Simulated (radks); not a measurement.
Results of a calculation; reference values are marked as such.
Spin polarisation of the 2p2 shell in the oxygen ion O2+. Start: [He] 2s2 2p(up 1, down 1); electrons of 2p are moved from spin down to spin up, other shells keep equal spins. Level of theory: non-relativistic Kohn-Sham, TPSS, spin-polarised, spherical densities, point nucleus; meta-GGA in the generalised Kohn-Sham scheme (a radial shooting solver on a logarithmic mesh with Libxc functionals).

| moment (Bohr magnetons) | E - E(0) (eV) | e(2p up) (eV) | e(2p down) (eV) | 2s down minus up (eV) | 1s down minus up (eV) |
|---|---|---|---|---|---|
| 0 | 0.000 | -43.226 | -43.226 | 0.000 | 0.000 |
| 0.5 | -0.168 | -43.855 | -42.512 | 1.262 | 0.497 |
| 1 | -0.673 | -44.408 | -41.704 | 2.539 | 0.994 |
| 1.5 | -1.523 | -44.886 | -40.784 | 3.844 | 1.490 |
| 2 | -2.731 | -45.290 | -39.704 | 5.182 | 1.991 |

At moment 2 the spin-polarisation energy is -2.731 eV and the 2p exchange splitting 5.586 eV, that is 2.793 eV per Bohr magneton; E = -I m^2/4 would give I = 2.731 eV.
